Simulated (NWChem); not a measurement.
**A calculation on arsenic trifluoride (AsF3)**

SMILES: F[As](F)F
```xyz
4

F      0.7389    -0.4892     1.2818
As     0.0009     0.3989     0.0000
F      0.7389    -0.4892    -1.2818
F     -1.4811    -0.4842     0.0000
```
Charge 0, spin multiplicity 1.

All runs are NWChem calculations. The geometry was optimised at PBE0/def2-SVP, a minimum by its harmonic frequencies.

Symmetry labels belong to the abelian group Cs used in the runs, with the axes of the coordinates shown; states degenerate in a higher group split over its labels.

The Hamiltonian is non-relativistic.

### Question
List the lowest 4 singlet excitations that TD-CAM-B3LYP/def2-SVP gives, with oscillator strengths.

### Answer
| state | symmetry | energy (eV) | wavelength (nm) | f |
|---|---|---|---|---|
| 1 | a" | 8.06 | 154 | 0.137 |
| 2 | a' | 8.06 | 154 | 0.137 |
| 3 | a' | 9.43 | 131 | 0.012 |
| 4 | a" | 9.43 | 131 | 0.012 |
